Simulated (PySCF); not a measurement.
**SeO2Cl2, singlet: structure and spectrum**

Computed with PBE0/[Se def2-SVP, O def2-SVP, Cl def2-SVP], no relativity, density fitting, PySCF.

The structure is a saddle point with 1 imaginary mode.

* Point group: D2h
* Bond lengths: Se–Cl 2.251 Å (×2), Se–O 1.617 Å (×2)
* Bond angles: Cl–Se–Cl 180.0°, Cl–Se–O 90.0° (×4), O–Se–O 180.0°
* Principal quadrupole moments (Buckingham, traceless) about the centre of mass: -5.98, -1.24, 7.22 D Å
* Lowest empty level: -4.95 eV
* Zero-point energy (real modes): 22.8 kJ/mol
* Highest occupied level: -8.85 eV
* Dipole moment: 0.00 D
* Atomisation energy without zero-point energy: 839 kJ/mol
* Principal polarisabilities: 24.8, 48.2, 86.7 bohr³
* Rotational constants: 0.2014, 0.04756, 0.03847 cm⁻¹

Harmonic modes (masses in u: Se 79.917, O 15.995, Cl 34.969):
```tsv
symmetry	ω (cm⁻¹)	IR (km/mol)	μ (u)	type
b3u	155i	–	21.30	bend
b2u	219	1.7	36.47	bend
b3u	230	12.9	34.28	bend
ag	307	0.0	34.90	stretch
b1u	368	217	47.57	stretch
b3g	375	0.0	17.84	bend
b1u	434	113	18.14	bend
ag	872	0.0	16.01	stretch
b2u	1010	40.2	20.53	stretch
```

In D2h the vibrations span 2b3u + 2b2u + 2ag + 2b1u + b3g. The ag, b3g modes carry no infrared intensity, as symmetry demands. With a centre of inversion only u modes can be infrared active and only g modes Raman active.

Charges (e):
```csv
atom,Mulliken,Löwdin,polar tensor,Mayer order to Se1
Se1,0.98,0.81,1.89,–
"O2,3",-0.34,-0.32,-0.52,1.55
"Cl4,5",-0.15,-0.09,-0.42,0.86
```

Mulliken populations on Se1: s 7.61, p 14.72, d 10.68.

Outer orbital energies (eV). occupied: -11.82, -10.89, -10.65, -9.92, -9.63, -9.60, -9.45, -8.85; empty: -4.95, -4.80, -1.12, 4.64.

Other isomers or separated fragments may lie lower. At this level a singlet minimum of C2v symmetry lies 231 kJ/mol below this structure.

The final relaxation and frequency run took of the order of 5 core-minutes on a shared host.
